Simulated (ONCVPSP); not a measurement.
# bromine: ONCV pseudisation with PBE, scalar-relativistic reference atom.

The input file (ONCVPSP 4.0.1):

```
# ATOM AND REFERENCE CONFIGURATION
# atsym  z   nc   nv     iexc    psfile
  Br 35.00    6    2        4      upf
#
#   n    l    f
    1    0    2.00
    2    0    2.00
    2    1    6.00
    3    0    2.00
    3    1    6.00
    3    2   10.00
    4    0    2.00
    4    1    5.00
#
# PSEUDOPOTENTIAL AND OPTIMIZATION
# lmax
    2
#
#   l,   rc,      ep,       ncon, nbas, qcut
    0    1.30    0.00    4    9    4.30
    1    1.30    0.00    3    8    6.90
    2    1.60    0.20    4    8    6.00
#
# LOCAL POTENTIAL
# lloc, lpopt,  rc(5),   dvloc0
    1    5    1.30    0.00
#
# VANDERBILT-KLEINMAN-BYLANDER PROJECTORs
# l, nproj, debl
    0    1    1.90
    1    0    1.90
    2    2    2.00
#
# MODEL CORE CHARGE
# icmod, fcfact, rcfact
    0    0.00    0.00
#
# LOG DERIVATIVE ANALYSIS
# epsh1, epsh2, depsh
   -2.00    5.00    0.02
#
# OUTPUT GRID
# rlmax, drl
    6.00    0.01
#
# TEST CONFIGURATIONS
# ncnf
    4
# nvcnf
#   n    l    f
    2
    4    0    2.00
    4    1    4.00
#
    2
    4    0    2.00
    4    1    3.00
#
    2
    4    0    2.00
    4    1    2.00
#
    2
    4    0    1.00
    4    1    5.00
#
```

Command:

```bash
oncvpsp.x < Br.dat > Br.out
```

The program printed (shortened: citation, most of the input echo, consistency checks and plot data are left out):

```
ONCVPSP  (Optimized Norm-Conservinng Vanderbilt PSeudopotential)
scalar-relativistic version 4.0.1

#   n    l    f        energy (Ha)
    1    0    2.00    -4.8943222E+02
    2    0    2.00    -6.3690277E+01
    2    1    6.00    -5.6173473E+01
    3    0    2.00    -8.7490983E+00
    3    1    6.00    -6.3757134E+00
    3    2   10.00    -2.4518416E+00
    4    0    2.00    -7.3992800E-01
    4    1    5.00    -2.8883916E-01

Reference configufation results
  iterations    24
  all-electron total energy (Ha)   -2.60641272D+03

Begin loop to  construct optimized pseudo wave functions
and semi-local pseudopoentials for all angular momenta

Calculating optimized projector #   1

 for l=   0

    Fraction of norm inside rc  0.279369
    Optimizing pswf for qcut=   4.31 a_B^-1,  ecut=   9.30 Ha
    Residual kinetic energy error=  7.58D-03 Ha

    Energy error per electron        Cutoff
         Ha          eV             Ha
         0.01000     0.27211        8.87
         0.00100     0.02721       23.40
         0.00010     0.00272      104.83
         0.00001     0.00027      133.86

Calculating optimized projector #   1

 for l=   1

    Fraction of norm inside rc  0.149139
    Optimizing pswf for qcut=   6.89 a_B^-1,  ecut=  23.72 Ha
    Residual kinetic energy error=  8.94D-05 Ha

    Energy error per electron        Cutoff
         Ha          eV             Ha
         0.01000     0.27211        4.13
         0.00100     0.02721       12.23
         0.00010     0.00272       20.19
         0.00001     0.00027      150.60

   Wellstate for l =  2  n =  4
     eigenvalue =   0.2000
     asymptotic potential =   0.7000
     half-point radius =  6.7446

   Wellstate for l =  2  n =  5
     eigenvalue =   2.2000
     asymptotic potential =   2.7000
     half-point radius =  2.9820

Calculating optimized projector #   1

 for l=   2

    Fraction of norm inside rc  0.045601
    Optimizing pswf for qcut=   6.00 a_B^-1,  ecut=  18.02 Ha
    Residual kinetic energy error=  4.04D-04 Ha

    Energy error per electron        Cutoff
         Ha          eV             Ha
         0.01000     0.27211        4.24
         0.00100     0.02721       14.15
         0.00010     0.00272       57.61
         0.00001     0.00027       92.12

Calculating optimized projector #   2

 for l=   2

    Fraction of norm inside rc  0.228116
    Optimizing pswf for qcut=   6.00 a_B^-1,  ecut=  18.02 Ha
    Residual kinetic energy error=  1.06D-01 Ha

    Energy error per electron        Cutoff
         Ha          eV             Ha
         0.01000     0.27211       83.69
         0.00100     0.02721      118.88
         0.00010     0.00272      149.98
         0.00001     0.00027      221.17

Construct Vanderbilt / Kleinmman-Bylander projectors

B matrix Hermiticity error, ll=   2
   1   2    7.1549E-05

  Orthonormal projector coefficients  1.9805E+01 -1.5343E+01

Pseudoatom total energy  -13.371981

Diagnostic tests using Vanderbilt-Kleinman-Bylander pseudopotentials
  1 or more projectors used as specified by nproj input data

   l    rcore       rmatch      e in        delta e   norm test  slope test

   0   1.3015089   1.3410256  -0.7399280   0.0000533   1.0000004   0.9994046

   1   1.3015089   1.3410256  -0.2888392  -0.0000285   0.9999528   1.0001480

   2   1.6046358   1.6533560   0.2000000   0.0000149   1.0000769   1.0000769
   2   1.6046358   1.6533560   2.2000000   0.0000262   1.0002107   1.0002107

 Testing for bound ghosts
   n   l    E NL Schr. Eq   E Basis Diag.   E Cutoff

   1   0       -0.739875       -0.727517    153.56

 Testing for highly-localized positive-energy ghosts
       l    <radius>/rc     E Basis Diag.   E Cutoff

       0        0.680831       17.512680    153.56  WARNING - GHOST(+)

       2        0.711776        3.651372    132.58  WARNING - GHOST(+)

Test configuration 0

   n   l     f        eae           eps        diff
   1   0  2.0000 -489.43222259
   2   0  2.0000  -63.69027665
   2   1  6.0000  -56.17347329
   3   0  2.0000   -8.74909825
   3   1  6.0000   -6.37571341
   3   2 10.0000   -2.45184156
   4   0  2.0000   -0.73992800   -0.73987467    5.33D-05
   4   1  5.0000   -0.28883916   -0.28886761   -2.85D-05

    Total energies and differences
      AE_ref= -2.60641272D+03  AE_tst= -2.60641272D+03  dif=  0.00D+00
      PS_ref= -1.33719810D+01  PS_tst= -1.33719810D+01  dif= -1.07D-14
      PSP excitation error=  1.07D-14

Test configuration 1

   n   l     f        eae           eps        diff
   1   0  2.0000 -489.85009186
   2   0  2.0000  -64.10483209
   2   1  6.0000  -56.58846601
   3   0  2.0000   -9.16127904
   3   1  6.0000   -6.78781641
   3   2 10.0000   -2.86339271
   4   0  2.0000   -1.11700682   -1.11698461    2.22D-05
   4   1  4.0000   -0.64203818   -0.64221886   -1.81D-04

    Total energies and differences
      AE_ref= -2.60641272D+03  AE_tst= -2.60595137D+03  dif=  4.61D-01
      PS_ref= -1.33719810D+01  PS_tst= -1.29104609D+01  dif=  4.62D-01
      PSP excitation error= -1.67D-04

Test configuration 2

   n   l     f        eae           eps        diff
   1   0  2.0000 -490.33541981
   2   0  2.0000  -64.58373501
   2   1  6.0000  -57.06818863
   3   0  2.0000   -9.63552652
   3   1  6.0000   -7.26187731
   3   2 10.0000   -3.33636511
   4   0  2.0000   -1.53753508   -1.53766199   -1.27D-04
   4   1  3.0000   -1.03727758   -1.03788218   -6.05D-04

    Total energies and differences
      AE_ref= -2.60641272D+03  AE_tst= -2.60511493D+03  dif=  1.30D+00
      PS_ref= -1.33719810D+01  PS_tst= -1.20735145D+01  dif=  1.30D+00
      PSP excitation error= -6.76D-04

Test configuration 3

   n   l     f        eae           eps        diff
   1   0  2.0000 -490.87923066
   2   0  2.0000  -65.11756358
   2   1  6.0000  -57.60327114
   3   0  2.0000  -10.16203841
   3   1  6.0000   -7.78806765
   3   2 10.0000   -3.86086265
   4   0  2.0000   -1.99197313   -1.99224027   -2.67D-04
   4   1  2.0000   -1.46583636   -1.46713442   -1.30D-03

    Total energies and differences
      AE_ref= -2.60641272D+03  AE_tst= -2.60386608D+03  dif=  2.55D+00
      PS_ref= -1.33719810D+01  PS_tst= -1.08235209D+01  dif=  2.55D+00
      PSP excitation error= -1.82D-03

Test configuration 4

   n   l     f        eae           eps        diff
   1   0  2.0000 -489.90960713
   2   0  2.0000  -64.16308572
   2   1  6.0000  -56.64640455
   3   0  2.0000   -9.22017111
   3   1  6.0000   -6.84637976
   3   2 10.0000   -2.92083743
   4   0  1.0000   -1.14705786   -1.14654740    5.10D-04
   4   1  5.0000   -0.66623804   -0.66617275    6.53D-05

    Total energies and differences
      AE_ref= -2.60641272D+03  AE_tst= -2.60547347D+03  dif=  9.39D-01
      PS_ref= -1.33719810D+01  PS_tst= -1.24328561D+01  dif=  9.39D-01
      PSP excitation error=  1.23D-04
```

The run took about 2.9 s on one core of a shared server CPU.
